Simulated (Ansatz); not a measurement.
Geometry optimisation, RKS B3LYP-D4/def2-mTZVP in Ansatz 0.2.0.

input.yaml

```yaml
crystal:
  periodic: [false, false, false]
  atoms:
    - { symbol: Ge, position_ang: [0.0, 0.0, 0.0] }
    - { symbol: H, position_ang: [0.0, 0.0, 1.9] }
    - { symbol: H, position_ang: [1.4616, 0.0, -0.5162] }
    - { symbol: H, position_ang: [-0.73, 1.2648, -0.5162] }
    - { symbol: H, position_ang: [-0.73, -1.2648, -0.5162] }
    - { symbol: O, position_ang: [-1.9644, 0.0, 0.6527] }
    - { symbol: C, position_ang: [-3.0124, -0.7693, 0.0816] }
    - { symbol: H, position_ang: [-2.6316, -1.7789, -0.1786] }
    - { symbol: H, position_ang: [-3.8427, -0.8645, 0.8121] }
    - { symbol: H, position_ang: [-3.3834, -0.2667, -0.8359] }
    - { symbol: H, position_ang: [-0.9937, 0.0, 1.8011] }
basis:
  gaussian: { orbitals: def2-mTZVP }
hamiltonian:
  xc: b3lyp
  dispersion: d4
relax:
  f_tol: 0.15
  max_steps: 25
  restrain:
    - { distance: [0, 5], at: 1.77, k: 30.0 }
    - { distance: [10, 1], at: 0.66, k: 30.0 }
    - { distance: [0, 1], at: 2.75, k: 30.0 }
    - { distance: [10, 5], at: 2.21, k: 30.0 }
```

Command:

```bash
$ ansatz run input.yaml --threads 2 --pin off --max-ram 3072MiB --backend cpu --events-out ev --progress --plain --runs-dir out
```

Question: Where does it end, and by what steps?

Answer: The forces met the threshold. The restraints hold the end off the free minimum. After 17 steps the energy has fallen by 3.546 eV (the restraints' own energy left out); H5 moved furthest, 1.28 Å. Joined: H2–H11 (1.00 → 0.71 Å).

| step | energy less start (eV) | largest force component (eV/Å) | accepted |
| --- | --- | --- | --- |
| 0 | 0.0000 | 2.434 | yes |
| 1 | -0.2312 | 2.455 | yes |
| 2 | -0.5283 | 2.515 | yes |
| 3 | -1.5552 | 2.224 | yes |
| 4 | -2.3190 | 1.547 | yes |
| 5 | -2.8610 | 1.010 | yes |
| 6 | -3.2329 | 0.935 | yes |
| 7 | -3.4151 | 1.112 | yes |
| 8 | -3.4624 | 1.353 | yes |
| 9 | -3.4855 | 1.331 | yes |
| 10 | -3.5272 | 0.746 | no |
| 11 | -3.4988 | 1.158 | yes |
| 12 | -3.5199 | 1.162 | yes |
| 13 | -3.5311 | 1.297 | yes |
| 14 | -3.5628 | 0.705 | no |
| 15 | -3.5416 | 1.059 | yes |
| 16 | -3.5459 | 1.224 | yes |
| 17 | -3.5460 | 1.225 | yes |

```xyz
11
Properties=species:S:1:pos:R:3
Ge -0.336 -0.267 -0.394
H -0.135 0.895 2.101
H 0.966 -0.676 0.301
H -0.408 1.259 -0.613
H -0.507 -0.999 -1.743
O -1.663 -0.791 0.674
C -2.979 -0.885 0.139
H -3.054 -1.674 -0.623
H -3.652 -1.136 0.960
H -3.320 0.061 -0.306
H -0.737 0.535 2.189
```

Run time: 57 s on 2 threads of Intel(R) Xeon(R) Platinum 8259CL CPU @ 2.50GHz (Skylake/Cascade Lake), on a shared host, peak memory 0.24 GiB.
